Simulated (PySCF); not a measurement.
Static response to an electric field

Compound: C₅H₄Cl₂O₂.
SMILES with atom numbers: `[CH:1]#[C:2][C:3](=[O:4])[O:5][CH2:6][CH:7]([Cl:8])[Cl:9]` (hydrogens: H10 on C1; H11, H12 on C6; H13 on C7)

Cartesian coordinates in Å at the GFN2-xTB level; atoms count from 1:
```
atom  x, y, z in Å
C1     3.150    1.631   -0.513
C2     2.167    0.950   -0.609
C3     0.994    0.136   -0.795
O4     0.555   -0.203   -1.862
O5     0.457   -0.199    0.391
C6    -0.697   -1.015    0.355
C7    -1.921   -0.247   -0.136
Cl8   -2.214    1.168    0.900
Cl9   -3.325   -1.328   -0.097
H10    4.008    2.230   -0.416
H11   -0.849   -1.359    1.380
H12   -0.534   -1.868   -0.315
H13   -1.796    0.106   -1.162
```

Level: PBE0/def2-SVPD (PySCF), static field, nuclei fixed, core orbitals frozen in the response. The polarisability tensor in these axes (au):

```
x   113.39  22.76  -2.73
y    22.76  90.11   5.30
z    -2.73   5.30  76.64
```

What are the eigenvalues, a third of the trace, and Δα (Δα² = ½Σ(αi − αj)² over the three pairs)?

Principal values 70.47, 82.36 and 127.32 au; mean 93.38 au = 13.84 Å³ = 15.40 × 10⁻⁴⁰ C²·m²/J; Δα = 51.93 au (56 % of the mean).

What is the dipole moment, and where does it point?

(2.15, 0.07, 0.85) D, 2.31 D in size, pointing from the negative to the positive side. Measured along this direction, the outermost atoms are Cl9 at the negative end and H10 at the positive end.

How large is μ²/3kT at 500 K beside α?

In Gaussian units μ²/3kT = 25.85 Å³ against 13.84 Å³, a ratio of 1.87; the Debye molar polarisation (4π/3)N_A(α + μ²/3kT) is 100.1 cm³/mol, leaving out the vibrational part.

Along which axes do the principal values lie, and how far do the nuclei extend along each?

Largest value along (0.85, 0.52, 0.01), where the nuclei span 8.11 Å; middle along (-0.37, 0.59, 0.72), 3.81 Å; least along (0.37, -0.62, 0.69), 3.02 Å. The response follows the extents in order.

Estimate the molar refractivity from the static electronic polarisability.

Lorentz–Lorenz: R = (4π/3)N_A α = 2.5225 cm³/(mol·Å³) × 13.84 Å³ = 34.9 cm³/mol, in the limit of long wavelengths.

In TDDFT the mean static polarisability is Σ f/ω² over all singlet excitations (ω in hartree). How much of it do the 6 lowest give? Their energies (eV) and oscillator strengths: 4.90, 0.0000; 5.72, 0.0004; 6.09, 0.1137; 6.19, 0.0107; 6.28, 0.0005; 6.85, 0.0061.

They add up to 2.59 au, 2.8 % of the 93.38 au; the largest single term is 2.27 au, from the state at 6.09 eV. Terms in order: 0.00, 0.01, 2.27, 0.21, 0.01, 0.10 au. Higher excitations give the rest. The strengths listed sum to 0.131.

Give the eigenvalues of the traceless quadrupole moment Θ = ½Σq(3rr − r²1), origin at the centre of nuclear charge.

-13.05, -1.43, 14.48 D·Å. The values depend on the origin, since the dipole doesn't vanish. The electronic extent ⟨r²⟩ about the same centre is 1974 bohr², a root-mean-square distance of 2.57 Å for the 84 electrons.

The structure is a single GFN2-xTB conformer in the gas phase; no vibrational or solvent corrections.
